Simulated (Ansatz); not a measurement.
Relaxation of BF$_{3}$ (4 atoms, charge 0, multiplicity 1), to a largest force component of 0.02 eV/Å in at most 40 steps.

Level of theory: Ansatz, RKS LDA/def2-mTZVP.

```xyz
4
Properties=species:S:1:pos:R:3:forces:R:3
B 0.000 0.000 0.000 0.00 0.00 0.00
F 0.000 0.000 1.320 0.00 0.00 -0.42
F 1.143 0.000 -0.660 -0.36 0.00 0.21
F -1.143 0.000 -0.660 0.36 0.00 0.21
```

Problem. Where does it end, and by what steps?

Solution. It converged. After 2 steps the energy has fallen by 0.005 eV; F2 moved furthest, 0.01 Å.

```
step  energy less start (eV)  largest force component (eV/Å)  accepted
   0                  0.0000                           0.424       yes
   1                 -0.0044                           0.155       yes
   2                 -0.0050                           0.003       yes
```

```xyz
4
Properties=species:S:1:pos:R:3
B 0.000 0.000 0.000
F 0.000 0.000 1.312
F 1.136 0.000 -0.656
F -1.136 0.000 -0.656
```

Whether the end is a true minimum wasn't checked by a vibrational analysis.

The run took 3 s on 1 thread of Arm Neoverse V1, on a shared host, peak memory 0.11 GiB.
